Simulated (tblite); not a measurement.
Record of a relaxation.

Compound: C3H7O3Si (doublet state).
SMILES with atom numbers: `[CH3:1][C@H:2]([SiH2:3][O:4])[C:5](=[O:6])[OH:7]` (hydrogens: H8, H9, H10 on C1; H11 on C2; H12, H13 on Si3; H14 on O7)
Bond orders are those of one Lewis drawing.

Computed with GFN2-xTB (tblite), gas phase: L-BFGS steps from a force-field or distance-geometry start until the largest atomic force falls under 0.01 eV/Å. 11 of its 78 geometries are shown.

Step 0: E = -649.3352 eV, largest atomic force 6.241 eV/Å
```
atom  x, y, z in Å  |  force x, y, z in eV/Å
C1      0.307   -1.398    0.655   -0.052   0.226   0.300
C2      0.060   -0.366   -0.464   -1.205  -1.802   0.849
Si3     1.331    1.017   -0.341    0.297   5.143  -3.523
O4      1.074    2.130   -1.645    0.606  -3.488   3.857
C5     -1.324    0.190   -0.371   -3.497   1.080  -2.655
O6     -2.083    0.143   -1.389    2.437   0.041   3.472
O7     -1.777    0.785    0.794    0.555  -0.639  -0.830
H8      0.212   -0.919    1.662    0.029  -0.462  -0.852
H9      1.318   -1.841    0.561   -0.638   0.222   0.049
H10    -0.450   -2.218    0.581    0.596   0.604   0.065
H11     0.205   -0.877   -1.437   -0.302   0.547   0.387
H12     2.675    0.458   -0.431   -0.083  -0.326  -0.037
H13     1.161    1.726    0.947   -0.156  -0.332  -0.200
H14    -2.708    1.169    0.855    1.413  -0.814  -0.882
```

Step 8: E = -650.8202 eV, largest atomic force 0.358 eV/Å
```
atom  x, y, z in Å  |  force x, y, z in eV/Å
C1      0.296   -1.379    0.671    0.005  -0.049   0.054
C2     -0.028   -0.423   -0.416    0.168  -0.086  -0.138
Si3     1.425    1.232   -0.390   -0.138   0.051  -0.084
O4      1.026    2.043   -1.609   -0.087  -0.019  -0.014
C5     -1.349    0.207   -0.397    0.010  -0.026  -0.019
O6     -2.094    0.168   -1.346    0.045   0.134   0.152
O7     -1.680    0.738    0.783   -0.047   0.025   0.002
H8      0.202   -0.930    1.654   -0.032   0.044   0.066
H9      1.284   -1.815    0.549    0.047   0.094  -0.012
H10    -0.420   -2.204    0.604   -0.029  -0.055   0.098
H11     0.176   -0.798   -1.402    0.182  -0.050  -0.304
H12     2.622    0.393   -0.423   -0.032  -0.125   0.048
H13     1.119    1.672    0.964   -0.044  -0.038   0.117
H14    -2.579    1.095    0.738   -0.051   0.101   0.035
```

Step 15: E = -650.8545 eV, largest atomic force 0.136 eV/Å
```
atom  x, y, z in Å  |  force x, y, z in eV/Å
C1      0.301   -1.380    0.663    0.019  -0.037   0.061
C2     -0.026   -0.460   -0.452    0.077   0.063   0.054
Si3     1.393    1.242   -0.387   -0.090  -0.069   0.005
O4      0.976    2.030   -1.611   -0.051   0.063  -0.036
C5     -1.327    0.209   -0.400   -0.061  -0.064  -0.048
O6     -2.088    0.221   -1.335   -0.005   0.084  -0.107
O7     -1.655    0.729    0.793    0.052  -0.030  -0.071
H8      0.190   -0.908    1.635    0.002   0.133   0.014
H9      1.302   -1.787    0.562    0.041  -0.039  -0.010
H10    -0.406   -2.215    0.648    0.020  -0.083  -0.052
H11     0.232   -0.795   -1.447   -0.095  -0.041   0.039
H12     2.555    0.355   -0.402    0.048  -0.060  -0.011
H13     1.098    1.640    0.981   -0.049   0.051   0.101
H14    -2.544    1.117    0.728    0.093   0.028   0.060
```

Step 23: E = -650.8810 eV, largest atomic force 0.090 eV/Å
```
atom  x, y, z in Å  |  force x, y, z in eV/Å
C1      0.313   -1.372    0.668    0.026  -0.026  -0.040
C2     -0.013   -0.482   -0.475   -0.018   0.027   0.003
Si3     1.310    1.208   -0.365    0.033  -0.034   0.013
O4      0.907    2.027   -1.578   -0.044   0.048  -0.032
C5     -1.304    0.211   -0.437   -0.027  -0.003   0.077
O6     -2.049    0.299   -1.378    0.019   0.024  -0.064
O7     -1.607    0.695    0.777    0.032   0.046   0.043
H8      0.187   -0.853    1.617   -0.016  -0.050  -0.026
H9      1.320   -1.769    0.587    0.087   0.017   0.018
H10    -0.362   -2.234    0.663   -0.077   0.022   0.010
H11     0.223   -0.844   -1.467   -0.014  -0.072   0.045
H12     2.480    0.320   -0.396   -0.004   0.028  -0.014
H13     1.050    1.631    1.006   -0.020  -0.004   0.022
H14    -2.457    1.163    0.757    0.022  -0.023  -0.055
```

Step 31: E = -650.8860 eV, largest atomic force 0.080 eV/Å
```
atom  x, y, z in Å  |  force x, y, z in eV/Å
C1      0.320   -1.379    0.671   -0.014   0.011  -0.009
C2     -0.008   -0.495   -0.474   -0.025   0.038  -0.015
Si3     1.293    1.208   -0.365    0.021  -0.023   0.002
O4      0.876    2.038   -1.565   -0.023   0.029  -0.024
C5     -1.289    0.217   -0.438   -0.036   0.008   0.054
O6     -2.027    0.326   -1.382    0.012  -0.014  -0.078
O7     -1.593    0.702    0.776    0.013   0.020   0.042
H8      0.184   -0.861    1.617   -0.001  -0.010   0.029
H9      1.334   -1.763    0.595   -0.008  -0.039   0.017
H10    -0.365   -2.233    0.660    0.017  -0.044   0.017
H11     0.211   -0.882   -1.460    0.024  -0.002  -0.009
H12     2.469    0.328   -0.407   -0.004   0.029  -0.021
H13     1.032    1.620    1.010    0.002  -0.010   0.015
H14    -2.439    1.175    0.742    0.022   0.005  -0.020
```

Step 38: E = -650.8892 eV, largest atomic force 0.056 eV/Å
```
atom  x, y, z in Å  |  force x, y, z in eV/Å
C1      0.317   -1.392    0.678    0.008  -0.019   0.029
C2     -0.007   -0.504   -0.466   -0.003  -0.032   0.018
Si3     1.279    1.216   -0.373    0.037  -0.014   0.019
O4      0.839    2.059   -1.556   -0.004  -0.009   0.033
C5     -1.280    0.221   -0.437    0.026   0.007  -0.009
O6     -2.001    0.340   -1.394   -0.027  -0.017  -0.007
O7     -1.587    0.717    0.772   -0.009  -0.018  -0.017
H8      0.179   -0.882    1.628   -0.014   0.024   0.017
H9      1.330   -1.780    0.609    0.032   0.012  -0.016
H10    -0.356   -2.256    0.670   -0.033   0.003  -0.026
H11     0.215   -0.897   -1.450    0.003   0.025   0.010
H12     2.470    0.355   -0.439   -0.044   0.025  -0.024
H13     1.027    1.597    1.014    0.014  -0.003  -0.024
H14    -2.424    1.203    0.723    0.014   0.016  -0.003
```

Step 46: E = -650.8912 eV, largest atomic force 0.043 eV/Å
```
atom  x, y, z in Å  |  force x, y, z in eV/Å
C1      0.315   -1.401    0.689    0.002   0.004  -0.012
C2     -0.008   -0.517   -0.458    0.031   0.023  -0.002
Si3     1.273    1.220   -0.371    0.015   0.000   0.005
O4      0.804    2.076   -1.533   -0.010   0.005   0.016
C5     -1.277    0.215   -0.439    0.029   0.021  -0.017
O6     -1.988    0.335   -1.404   -0.040  -0.011   0.011
O7     -1.585    0.721    0.765   -0.003  -0.002  -0.028
H8      0.168   -0.891    1.638   -0.011  -0.009  -0.019
H9      1.331   -1.781    0.619   -0.005  -0.004   0.017
H10    -0.359   -2.265    0.667    0.014   0.002   0.018
H11     0.228   -0.901   -1.442   -0.020  -0.008   0.014
H12     2.465    0.369   -0.482   -0.027   0.003   0.004
H13     1.035    1.583    1.023    0.027  -0.017  -0.003
H14    -2.404    1.236    0.705   -0.003  -0.007  -0.005
```

Step 54: E = -650.8960 eV, largest atomic force 0.118 eV/Å
```
atom  x, y, z in Å  |  force x, y, z in eV/Å
C1      0.309   -1.404    0.704   -0.029   0.017  -0.018
C2      0.011   -0.515   -0.452   -0.022  -0.089   0.026
Si3     1.257    1.222   -0.359    0.000   0.007   0.004
O4      0.708    2.141   -1.437    0.008  -0.017   0.027
C5     -1.269    0.207   -0.456    0.039  -0.083  -0.030
O6     -1.995    0.270   -1.416    0.072   0.010   0.089
O7     -1.569    0.758    0.729    0.018   0.042  -0.088
H8      0.121   -0.902    1.652    0.039  -0.007  -0.069
H9      1.333   -1.778    0.668   -0.097   0.067   0.010
H10    -0.356   -2.276    0.657    0.051   0.046  -0.005
H11     0.251   -0.926   -1.426   -0.034   0.044   0.032
H12     2.441    0.383   -0.593   -0.015   0.007  -0.003
H13     1.130    1.528    1.062    0.004  -0.032  -0.006
H14    -2.374    1.291    0.645   -0.036  -0.013   0.032
```

Step 62: E = -650.9007 eV, largest atomic force 0.036 eV/Å
```
atom  x, y, z in Å  |  force x, y, z in eV/Å
C1      0.300   -1.403    0.714    0.011   0.016   0.002
C2      0.020   -0.526   -0.451   -0.017  -0.017  -0.001
Si3     1.244    1.224   -0.344    0.004  -0.028   0.009
O4      0.632    2.186   -1.346    0.005   0.018  -0.006
C5     -1.257    0.198   -0.470    0.000   0.000  -0.007
O6     -1.990    0.217   -1.425   -0.011   0.011   0.010
O7     -1.540    0.804    0.689   -0.004  -0.008  -0.008
H8      0.088   -0.894    1.651   -0.014   0.002   0.000
H9      1.330   -1.755    0.710    0.002   0.004  -0.012
H10    -0.345   -2.286    0.654    0.024   0.020   0.018
H11     0.259   -0.945   -1.420   -0.005   0.002   0.001
H12     2.407    0.393   -0.681    0.025   0.000  -0.013
H13     1.206    1.463    1.093   -0.012  -0.020   0.013
H14    -2.354    1.323    0.603   -0.008   0.000  -0.005
```

Step 69: E = -650.9022 eV, largest atomic force 0.039 eV/Å
```
atom  x, y, z in Å  |  force x, y, z in eV/Å
C1      0.303   -1.393    0.715   -0.003  -0.003   0.002
C2      0.013   -0.527   -0.456   -0.016  -0.006   0.002
Si3     1.252    1.212   -0.340   -0.008   0.016  -0.035
O4      0.642    2.189   -1.329    0.006  -0.005   0.010
C5     -1.264    0.197   -0.474   -0.002   0.010  -0.005
O6     -2.002    0.216   -1.425    0.015  -0.006   0.005
O7     -1.543    0.807    0.684   -0.020  -0.015   0.000
H8      0.082   -0.879    1.648    0.021   0.002   0.003
H9      1.335   -1.736    0.707    0.000   0.016   0.019
H10    -0.332   -2.284    0.668   -0.003   0.002  -0.016
H11     0.252   -0.948   -1.423   -0.005   0.000  -0.003
H12     2.419    0.393   -0.696   -0.001  -0.002   0.010
H13     1.204    1.432    1.100    0.009  -0.017   0.008
H14    -2.362    1.319    0.598    0.006   0.008   0.002
```

Step 77: E = -650.9029 eV, largest atomic force 0.009 eV/Å
```
atom  x, y, z in Å  |  force x, y, z in eV/Å
C1      0.303   -1.390    0.720   -0.004  -0.003   0.000
C2      0.010   -0.531   -0.455    0.000   0.002   0.001
Si3     1.250    1.211   -0.341    0.001  -0.005   0.005
O4      0.625    2.205   -1.302   -0.002   0.006  -0.005
C5     -1.265    0.195   -0.478   -0.001   0.000   0.001
O6     -1.998    0.211   -1.433    0.006   0.007   0.000
O7     -1.547    0.808    0.677   -0.002  -0.001   0.000
H8      0.075   -0.875    1.650    0.003   0.000   0.003
H9      1.339   -1.722    0.720    0.000   0.008   0.003
H10    -0.323   -2.287    0.670   -0.001  -0.009   0.001
H11     0.250   -0.957   -1.421    0.000   0.001  -0.002
H12     2.414    0.399   -0.721    0.001  -0.006  -0.005
H13     1.221    1.396    1.106    0.006   0.005   0.000
H14    -2.355    1.335    0.584   -0.005  -0.007  -0.001
```

Task: Summarise the path.

Result: The energy falls by 1.5676 eV from step 0 to step 77; nine tenths of that is first reached at step 6. It rises by more than 0.2 meV at step 2. The largest force goes from 6.241 to 0.009 eV/Å. Among the bonds C2–Si3 changes most, from 1.882 to 2.141 Å; the atoms move by 0.282 Å rms after alignment.

Task: Follow the three bonds and two angles with the largest change from start to end.

Result: 
```json
{"step": "0", "E above end (eV)": "1.5676", "largest force (eV/Å)": "6.241", "C2–Si3 (Å)": "1.882", "Si3–O4 (Å)": "1.734", "C5=O6 (Å)": "1.271", "C2–Si3–H12 (°)": "109.7", "Si3–C2–C5 (°)": "110.3"}
{"step": "3", "E above end (eV)": "0.3123", "largest force (eV/Å)": "1.966", "C2–Si3 (Å)": "2.038", "Si3–O4 (Å)": "1.546", "C5=O6 (Å)": "1.230", "C2–Si3–H12 (°)": "103.5", "Si3–C2–C5 (°)": "106.4"}
{"step": "7", "E above end (eV)": "0.0937", "largest force (eV/Å)": "0.383", "C2–Si3 (Å)": "2.189", "Si3–O4 (Å)": "1.513", "C5=O6 (Å)": "1.205", "C2–Si3–H12 (°)": "97.3", "Si3–C2–C5 (°)": "105.9"}
{"step": "10", "E above end (eV)": "0.0693", "largest force (eV/Å)": "0.193", "C2–Si3 (Å)": "2.205", "Si3–O4 (Å)": "1.520", "C5=O6 (Å)": "1.208", "C2–Si3–H12 (°)": "94.9", "Si3–C2–C5 (°)": "105.3"}
{"step": "13", "E above end (eV)": "0.0563", "largest force (eV/Å)": "0.240", "C2–Si3 (Å)": "2.210", "Si3–O4 (Å)": "1.515", "C5=O6 (Å)": "1.205", "C2–Si3–H12 (°)": "93.5", "Si3–C2–C5 (°)": "103.5"}
{"step": "17", "E above end (eV)": "0.0389", "largest force (eV/Å)": "0.169", "C2–Si3 (Å)": "2.200", "Si3–O4 (Å)": "1.517", "C5=O6 (Å)": "1.208", "C2–Si3–H12 (°)": "91.8", "Si3–C2–C5 (°)": "101.8"}
{"step": "20", "E above end (eV)": "0.0294", "largest force (eV/Å)": "0.124", "C2–Si3 (Å)": "2.161", "Si3–O4 (Å)": "1.518", "C5=O6 (Å)": "1.204", "C2–Si3–H12 (°)": "91.6", "Si3–C2–C5 (°)": "101.0"}
{"step": "23", "E above end (eV)": "0.0218", "largest force (eV/Å)": "0.090", "C2–Si3 (Å)": "2.150", "Si3–O4 (Å)": "1.517", "C5=O6 (Å)": "1.204", "C2–Si3–H12 (°)": "90.7", "Si3–C2–C5 (°)": "99.7"}
{"step": "27", "E above end (eV)": "0.0185", "largest force (eV/Å)": "0.072", "C2–Si3 (Å)": "2.144", "Si3–O4 (Å)": "1.519", "C5=O6 (Å)": "1.205", "C2–Si3–H12 (°)": "90.7", "Si3–C2–C5 (°)": "99.3"}
{"step": "30", "E above end (eV)": "0.0174", "largest force (eV/Å)": "0.056", "C2–Si3 (Å)": "2.144", "Si3–O4 (Å)": "1.518", "C5=O6 (Å)": "1.204", "C2–Si3–H12 (°)": "90.5", "Si3–C2–C5 (°)": "98.6"}
{"step": "33", "E above end (eV)": "0.0157", "largest force (eV/Å)": "0.052", "C2–Si3 (Å)": "2.149", "Si3–O4 (Å)": "1.518", "C5=O6 (Å)": "1.204", "C2–Si3–H12 (°)": "90.6", "Si3–C2–C5 (°)": "97.7"}
{"step": "37", "E above end (eV)": "0.0142", "largest force (eV/Å)": "0.053", "C2–Si3 (Å)": "2.149", "Si3–O4 (Å)": "1.518", "C5=O6 (Å)": "1.204", "C2–Si3–H12 (°)": "90.8", "Si3–C2–C5 (°)": "97.3"}
{"step": "40", "E above end (eV)": "0.0130", "largest force (eV/Å)": "0.038", "C2–Si3 (Å)": "2.155", "Si3–O4 (Å)": "1.518", "C5=O6 (Å)": "1.204", "C2–Si3–H12 (°)": "90.7", "Si3–C2–C5 (°)": "96.6"}
{"step": "44", "E above end (eV)": "0.0122", "largest force (eV/Å)": "0.041", "C2–Si3 (Å)": "2.160", "Si3–O4 (Å)": "1.517", "C5=O6 (Å)": "1.205", "C2–Si3–H12 (°)": "90.8", "Si3–C2–C5 (°)": "96.5"}
{"step": "47", "E above end (eV)": "0.0114", "largest force (eV/Å)": "0.049", "C2–Si3 (Å)": "2.160", "Si3–O4 (Å)": "1.517", "C5=O6 (Å)": "1.204", "C2–Si3–H12 (°)": "90.6", "Si3–C2–C5 (°)": "96.3"}
{"step": "50", "E above end (eV)": "0.0102", "largest force (eV/Å)": "0.062", "C2–Si3 (Å)": "2.153", "Si3–O4 (Å)": "1.518", "C5=O6 (Å)": "1.204", "C2–Si3–H12 (°)": "90.2", "Si3–C2–C5 (°)": "96.3"}
{"step": "54", "E above end (eV)": "0.0069", "largest force (eV/Å)": "0.118", "C2–Si3 (Å)": "2.140", "Si3–O4 (Å)": "1.518", "C5=O6 (Å)": "1.205", "C2–Si3–H12 (°)": "89.9", "Si3–C2–C5 (°)": "96.2"}
{"step": "57", "E above end (eV)": "0.0035", "largest force (eV/Å)": "0.056", "C2–Si3 (Å)": "2.138", "Si3–O4 (Å)": "1.518", "C5=O6 (Å)": "1.204", "C2–Si3–H12 (°)": "89.1", "Si3–C2–C5 (°)": "95.8"}
{"step": "60", "E above end (eV)": "0.0027", "largest force (eV/Å)": "0.034", "C2–Si3 (Å)": "2.138", "Si3–O4 (Å)": "1.518", "C5=O6 (Å)": "1.204", "C2–Si3–H12 (°)": "88.9", "Si3–C2–C5 (°)": "95.7"}
{"step": "64", "E above end (eV)": "0.0018", "largest force (eV/Å)": "0.038", "C2–Si3 (Å)": "2.139", "Si3–O4 (Å)": "1.518", "C5=O6 (Å)": "1.204", "C2–Si3–H12 (°)": "88.8", "Si3–C2–C5 (°)": "95.2"}
{"step": "67", "E above end (eV)": "0.0009", "largest force (eV/Å)": "0.035", "C2–Si3 (Å)": "2.139", "Si3–O4 (Å)": "1.518", "C5=O6 (Å)": "1.204", "C2–Si3–H12 (°)": "89.4", "Si3–C2–C5 (°)": "95.6"}
{"step": "70", "E above end (eV)": "0.0004", "largest force (eV/Å)": "0.052", "C2–Si3 (Å)": "2.139", "Si3–O4 (Å)": "1.519", "C5=O6 (Å)": "1.204", "C2–Si3–H12 (°)": "89.7", "Si3–C2–C5 (°)": "96.0"}
{"step": "74", "E above end (eV)": "0.0001", "largest force (eV/Å)": "0.015", "C2–Si3 (Å)": "2.141", "Si3–O4 (Å)": "1.518", "C5=O6 (Å)": "1.204", "C2–Si3–H12 (°)": "89.8", "Si3–C2–C5 (°)": "95.8"}
{"step": "77", "E above end (eV)": "0.0000", "largest force (eV/Å)": "0.009", "C2–Si3 (Å)": "2.141", "Si3–O4 (Å)": "1.518", "C5=O6 (Å)": "1.204", "C2–Si3–H12 (°)": "89.7", "Si3–C2–C5 (°)": "95.8"}
```

The cost below is that of the whole relaxation. On Arm Neoverse V1, one thread, shared host with 32 logical CPUs at a one-minute load of 43, this took 0.49 s.
